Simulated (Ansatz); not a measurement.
Start from `OCBBr` and change one atom or group to get `CBCO`.

Ansatz, PBE0-D4/def2-TZVP geometries, multiplicity 1. Each molecule was computed in one conformer, which needn't be the lowest.

Scalar relativity is left out up to krypton.

```json
{"property": "LUMO energy (ωB97M-V/def2-TZVPP) / eV", "`OCBBr`": "0.35"}
{"property": "HOMO–LUMO gap (B3LYP/def2-TZVPP) / eV", "`OCBBr`": "6.03"}
{"property": "LUMO energy (PBE0/def2-TZVPP) / eV", "`OCBBr`": "-1.65"}
{"property": "HOMO–LUMO gap (ωB97M-V/def2-TZVPP) / eV", "`OCBBr`": "10.93"}
{"property": "size of the dipole moment (B3LYP/def2-TZVPP) / D", "`OCBBr`": "1.26"}
{"property": "LUMO energy (B3LYP/def2-TZVPP) / eV", "`OCBBr`": "-1.85"}
```

Problem. Give the same properties after the change, and the shifts. (Best estimate.)

Solution. Computed: 
| property | `CBCO` | shift |
| --- | --- | --- |
| LUMO energy (ωB97M-V/def2-TZVPP) / eV | 0.95 | 0.60 |
| HOMO–LUMO gap (B3LYP/def2-TZVPP) / eV | 6.31 | 0.28 |
| LUMO energy (PBE0/def2-TZVPP) / eV | -0.99 | 0.66 |
| HOMO–LUMO gap (ωB97M-V/def2-TZVPP) / eV | 11.20 | 0.27 |
| size of the dipole moment (B3LYP/def2-TZVPP) / D | 1.89 | 0.63 |
| LUMO energy (B3LYP/def2-TZVPP) / eV | -1.24 | 0.61 |

With PBE0 the HOMO rises by 0.34 eV and the LUMO rises by 0.66 eV, so the gap widens by about 0.32 eV. PBE moves the HOMO by 0.35 eV and ωB97M-V by 0.33 eV. The zero-point energy changes by 91.6 kJ/mol with +9 modes. Dipoles are sizes alone; their direction can turn.

B3LYP here is the variant with VWN-RPA as its local correlation; programs differ in this.

Spin–orbit coupling is left out; it splits and shifts lone-pair levels of the heavy atoms by tenths of an eV.
